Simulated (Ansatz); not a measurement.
Kohn–Sham single points on C2H5F3Ge (`C[CH2][Ge]([F])([F])[F]`).

```yaml
crystal:
  periodic: [false, false, false]
  atoms:
    - {symbol: C, position_ang: [0.025832, -1.154490, 0.911792]}
    - {symbol: C, position_ang: [0.588061, -0.406638, -0.291640]}
    - {symbol: Ge, position_ang: [-0.340098, 1.240511, -0.639635]}
    - {symbol: F, position_ang: [-2.012166, 1.016650, -0.956411]}
    - {symbol: F, position_ang: [0.266415, 2.112763, -1.985948]}
    - {symbol: F, position_ang: [-0.280625, 2.337286, 0.679408]}
    - {symbol: H, position_ang: [0.581897, -2.080147, 1.072800]}
    - {symbol: H, position_ang: [-1.023390, -1.417636, 0.766526]}
    - {symbol: H, position_ang: [0.098680, -0.559660, 1.823981]}
    - {symbol: H, position_ang: [0.520618, -0.999744, -1.206892]}
    - {symbol: H, position_ang: [1.640175, -0.145996, -0.153278]}
basis:
  gaussian: {orbitals: def2-TZVPP}
hamiltonian: {xc: pbe0, dispersion: d4}
output: {orbitals: {seedname: orbitals}}
```

```sh
$ ansatz run in.yaml --threads 4 --pin off --events-out ev --progress --plain --max-ram 11315MiB
```

It prints (some lines left out):

```
Functional definition: PBE0
1524 factors; their error is unknown
mean field evaluation 1: about -66804.7241 eV, gradient 7.7e1 eV
mean field evaluation 2: about -66796.9168 eV, gradient 1.1e2 eV
mean field evaluation 4: about -66814.9227 eV, gradient 3.8e0 eV
mean field evaluation 8: about -66814.9497 eV, gradient 3.2e-2 eV
mean field evaluation 16: about -66815.2368 eV, gradient 4.0e-5 eV
mean field -66815.23684511 eV, -2455.4146650635 hartree, gradient 4.0e-5 eV, S^2 0.000000; 0 other end points of the search recorded, 0 dependent functions left out
reference -66815.23687065 eV, -2455.4146660021 hartree; 38, 38 occupied and 235, 235 virtual orbitals, 1524 factors
Total energy: -66815.42027714 eV, -2455.4214060663 hartree
```

Hardware: 4 threads of an Arm Neoverse V2 on a shared host. Wall time 4.9 s, peak host memory 0.83 GiB.

With the line `hamiltonian: {xc: {name: B3LYP}, dispersion: d4}` and forces (abridged; 7.5 s):

```
Functional definition: B3LYP
mean field evaluation 16: about -66834.1305 eV, gradient 9.8e-4 eV
mean field -66834.13048117 eV, -2456.1089933825 hartree, gradient 3.8e-5 eV, S^2 0.000000
Total energy: -66834.47988688 eV, -2456.1218338054 hartree
Atom 0 force    -0.078252    -0.130427     0.188853 eV/Å
Atom 1 force     0.223188    -0.103962    -0.152749 eV/Å
Atom 2 force     0.099964    -0.150650     0.015751 eV/Å
Atom 3 force    -0.342804    -0.045354    -0.062813 eV/Å
Atom 4 force     0.125282     0.181791    -0.279398 eV/Å
Atom 5 force     0.010199     0.224047     0.270370 eV/Å
Atom 6 force    -0.031109     0.040505    -0.000227 eV/Å
Atom 7 force     0.055353     0.009989     0.013414 eV/Å
Atom 8 force    -0.005535    -0.036987    -0.044265 eV/Å
Atom 9 force     0.010837     0.035243     0.062101 eV/Å
Atom 10 force    -0.067123    -0.024195    -0.011036 eV/Å
Dipole moment:     0.373076    -0.709924     0.178513 e Å
```

Changing it to `hamiltonian: {xc: {name: CAM-B3LYP}, dispersion: d4}` (abridged; 5.5 s):

```
Functional definition: CAM-B3LYP
mean field evaluation 16: about -66833.1437 eV, gradient 8.7e-5 eV
mean field -66833.14366502 eV, -2456.0727285577 hartree, gradient 8.7e-5 eV, S^2 0.000000
Total energy: -66833.32933298 eV, -2456.0795517294 hartree
```

With the line `hamiltonian: {xc: {name: B97M-V}}` (abridged; 14 s):

```
Functional definition: B97M-V
mean field evaluation 16: about -66819.3894 eV, gradient 2.4e-3 eV
mean field -66819.38936538 eV, -2455.5672673690 hartree, gradient 5.1e-5 eV, S^2 0.000000
Total energy: -66819.38941787 eV, -2455.5672692980 hartree
```

The same input with `hamiltonian: {xc: lda}` (abridged; 1.8 s):

```
Functional definition: SPW92
mean field evaluation 16: about -66674.7054 eV, gradient 4.3e-4 eV
mean field -66674.70540904 eV, -2450.2502300439 hartree, gradient 5.5e-5 eV, S^2 0.000000
Total energy: -66674.70544153 eV, -2450.2502312376 hartree
```

Changing it to `hamiltonian: {xc: {name: r2SCAN0}, dispersion: d4}` (abridged; 8 s):

```
Functional definition: r2SCAN0
mean field evaluation 16: about -66826.1726 eV, gradient 6.2e-5 eV
mean field -66826.17260472 eV, -2455.8165468169 hartree, gradient 6.2e-5 eV, S^2 0.000000
Total energy: -66826.23557065 eV, -2455.8188607718 hartree
```

B3LYP takes the VWN-RPA correlation (the form of Gaussian; ORCA's B3LYP/G).
